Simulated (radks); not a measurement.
Q: Coherent X-ray form factor from a spherical all-electron density. Method: scalar-relativistic Kohn-Sham, RPBE, spin-polarised, spherical densities, finite nucleus; Fermi nuclear charge, rms radius of each element as measured or else 0.836 A^(1/3) + 0.57 fm; computed with a radial shooting solver on a logarithmic mesh with Libxc functionals.

sin(theta)/lambda (1/angstrom)  f0 (electrons)
0.05                                    58.344
0.1                                     56.495
0.15                                    53.766
0.2                                     50.554
0.25                                    47.216
0.3                                     44.006
0.4                                     38.409
0.5                                     33.909
0.6                                     30.192
0.8                                     24.328
1                                       20.228
1.25                                    16.975
1.5                                     14.752
2                                       11.035

The species is in the configuration that NIST lists as its ground one. Which atom or ion scatters so?

A: The samarium ion Sm3+, [Xe] 4f5. Extrapolating in s^2 from the first two rows gives f0(0) = 59.0, near the electron count 59; among species with that count, the fall with angle is slower the higher Z, and the table is that of Z = 62; from so few rows the species is fixed only to a neighbour or two.
